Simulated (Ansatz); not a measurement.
A run on `[SiH3]C1OC=CO1` with other settings.

```yaml
crystal:
  periodic: [false, false, false]
  atoms:
    - {symbol: Si, position_ang: [-0.697674, 0.418852, 1.865031]}
    - {symbol: C, position_ang: [0.349209, 0.323227, 0.282838]}
    - {symbol: O, position_ang: [-0.507461, 0.454455, -0.938527]}
    - {symbol: C, position_ang: [0.020524, -0.308276, -1.921370]}
    - {symbol: C, position_ang: [0.835829, -1.224074, -1.362038]}
    - {symbol: O, position_ang: [0.932026, -0.956418, 0.136513]}
    - {symbol: H, position_ang: [-1.693032, -0.549846, 1.980763]}
    - {symbol: H, position_ang: [0.092739, 0.376311, 2.893473]}
    - {symbol: H, position_ang: [-1.487123, 1.889704, 1.843237]}
    - {symbol: H, position_ang: [1.036004, 1.168762, 0.193627]}
    - {symbol: H, position_ang: [-0.405646, -0.251231, -2.944495]}
    - {symbol: H, position_ang: [1.536722, -1.875582, -1.733657]}
basis:
  gaussian: {orbitals: cc-pVTZ}
hamiltonian: {xc: {name: wB97X-V}}
```

```sh
$ ansatz run in.yaml --threads 4 --pin off --events-out ev --progress --plain --max-ram 10444MiB
```

Output, abridged:

```
Functional definition: wB97X-V
1470 factors; their error is unknown
349 factors; integrals over basis functions are off by at most 1.4e-5 eV
mean field evaluation 1: about -15173.9021 eV, gradient 3.8e1 eV
mean field evaluation 2: about -15174.7605 eV, gradient 3.6e1 eV
mean field evaluation 4: about -15176.6431 eV, gradient 1.7e0 eV
mean field evaluation 8: about -15176.6576 eV, gradient 5.4e-2 eV
mean field evaluation 16: about -15176.6543 eV, gradient 2.4e-4 eV
mean field -15176.65425638 eV, -557.7317568162 hartree, gradient 6.0e-5 eV, S^2 0.000000; 0 other end points of the search recorded, 0 dependent functions left out
reference -15176.65425419 eV, -557.7317567359 hartree; 27, 27 occupied and 241, 241 virtual orbitals, 1470 factors
Total energy: -15176.65425419 eV, -557.7317567359 hartree
```

Hardware: 4 threads of an INTEL XEON PLATINUM 8581C on a shared host. Wall time 4.8 s, peak host memory 0.75 GiB.
